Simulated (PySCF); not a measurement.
C8H7N.
Geometry (GFN2-xTB, Å), atoms numbered from 1 in this order:
```xyz
16
C8H7N angstrom
C     -1.727    2.272    0.312
C     -1.037    1.296    0.193
C     -0.227    0.143    0.039
C     -0.884   -1.150   -0.034
C     -2.203   -1.312    0.023
C      1.123    0.297   -0.041
C      2.111   -0.819   -0.217
C      1.671    1.592    0.037
N      2.156    2.632    0.096
H     -2.319    3.131    0.417
H     -0.237   -2.009   -0.143
H     -2.869   -0.472    0.131
H     -2.654   -2.288   -0.036
H      1.934   -1.345   -1.155
H      3.124   -0.422   -0.232
H      2.032   -1.537    0.600
```

Computed with TDDFT CAM-B3LYP/def2-SVPD, vertical, gas phase, core orbitals frozen in the response (PySCF).

Transition dipole moments from the ground state, in atomic units and in the frame of the coordinates above (overall signs are arbitrary), for the states with f of 0.002 or more among the lowest 8:

| state | E (hartree) | μx | μy | μz |
| --- | --- | --- | --- | --- |
| S1 | 0.1683 | 2.064 | 0.430 | -0.096 |
| S3 | 0.2047 | 0.728 | 0.906 | 0.034 |
| S6 | 0.2346 | -0.160 | -0.510 | -0.031 |
| S7 | 0.2467 | 0.019 | -0.025 | 0.330 |
| S8 | 0.2568 | -0.006 | 0.007 | -0.111 |

Problem. What oscillator strength does each state have?

Solution. f = (2/3) ΔE |μ|² with ΔE in hartree (27.2114 eV).

| state | \|μ\|² (au) | \|μ\| (D) | f |
| --- | --- | --- | --- |
| S1 | 4.455 | 5.37 | 0.500 |
| S3 | 1.353 | 2.96 | 0.185 |
| S6 | 0.287 | 1.36 | 0.045 |
| S7 | 0.110 | 0.84 | 0.018 |
| S8 | 0.012 | 0.28 | 0.002 |

Problem. Which bond between heavy atoms lies closest to the direction of the S1 transition dipole?

Solution. C4–C5 and C3–C6, at 5° from it; next C3–C4 at 52°.

Problem. What angle do the transition dipoles of S3 and S6 make?

Solution. |cos θ| = |μa·μb| / (|μa| |μb|) = 0.93, so θ ≈ 21° (taken between 0 and 90°, since the signs are arbitrary).

Problem. How is the summed strength of these states shared among x, y and z?

Solution. (2/3) Σ ΔE μα² gives 0.554 for x, 0.174 for y and 0.021 for z, 0.750 in all.

Problem. What peak molar absorption coefficient would the strongest computed level give as a lone Gaussian band 0.3 eV wide at half height?

Solution. ε(max) = 2.175×10⁸ f / FWHM, with the width in cm⁻¹. S1: 2.175×10⁸ × 0.4999 / 2420 ≈ 45000 L mol⁻¹ cm⁻¹.

On an Arm Neoverse V1 with one thread, shared host, this took 66 s wall.

One conformer stands for the species.
